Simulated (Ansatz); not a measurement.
Program: Ansatz. Geometries: PBE0-D4/def2-TZVP. ΔE: electronic, gas phase. CBS: MP2 limit from def2 TZ/QZ plus the TZ coupled-cluster correction, frozen cores. This one scheme is used for every species. Functionals use def2-TZVPP. For Ga outer-core shells are correlated without core-valence functions, which leaves a few kJ/mol of doubt a bond. Scalar relativity is left out up to krypton. Each species was taken in one conformer, which may not be the lowest.

`CC[N](C)[GaH][CH3]` + H₂S → `[CH3][GaH][SH]` + `CCNC`  (ligand exchange at a Ga–N bond)

`CC[N](C)[GaH][CH3]`:

Cartesian coordinates in Å:
```
C 1.265 -0.151 -1.720
C 0.168 0.591 -0.969
N -0.657 -0.250 -0.133
C -1.544 -1.123 -0.860
Ga -0.579 -0.209 1.693
C 0.684 1.050 2.516
H 1.855 0.544 -2.323
H 1.937 -0.654 -1.020
H 0.855 -0.906 -2.395
H 0.628 1.363 -0.345
H -0.467 1.121 -1.696
H -1.010 -1.863 -1.470
H -2.198 -0.554 -1.538
H -2.183 -1.675 -0.167
H -1.559 -1.197 2.412
H 1.697 0.887 2.138
H 0.407 2.080 2.277
H 0.702 0.946 3.602
```

H₂S:

```xyz
3

S    -0.269    0.092   -0.551
H     0.252    0.909    0.376
H     0.016   -1.000    0.174
```

`[CH3][GaH][SH]`:

```xyz
8

C     0.343   -0.881    0.680
Ga    0.170    0.244   -0.916
S    -1.078    2.063   -0.849
H     0.043   -1.906    0.449
H    -0.266   -0.514    1.506
H     1.387   -0.911    1.000
H     0.848   -0.003   -2.304
H    -1.446    1.908    0.434
```

`CCNC`:

```xyz
13

C     1.846   -0.187    0.146
C     0.444    0.354    0.320
N    -0.496   -0.344   -0.531
C    -1.860    0.098   -0.354
H     2.161   -0.109   -0.896
H     2.557    0.363    0.767
H     1.900   -1.241    0.437
H     0.419    1.414    0.045
H     0.156    0.309    1.387
H    -0.431   -1.340   -0.358
H    -2.529   -0.500   -0.976
H    -2.218    0.045    0.689
H    -1.951    1.139   -0.678
```

```json
{"level": "LC-ωPBE", "ΔE (kJ/mol)": "-60.4"}
{"level": "HF/def2-TZVPP", "ΔE (kJ/mol)": "-76.7"}
```

(1) What does CCSD(T)/CBS give? (Estimate.)

Largest T1 diagnostic among the species: 0.013.

Answers

(1) Computed: -48.5 kJ/mol. The listed levels differ from it by -11.9, -28.2 kJ/mol.

In def2-TZVPP, CCSD(T) changes the Hartree–Fock value by +30.4 kJ/mol (the triples alone add +3.6 kJ/mol) and MP2 by +31.0 kJ/mol. At CCSD(T), def2-SVP lies +6.7 kJ/mol from the extrapolated value and def2-TZVPP +2.2 kJ/mol. From r2SCAN to r2SCAN0 (25 % exact exchange), in def2-TZVPP and without D4, ΔE moves by −4.3 kJ/mol.
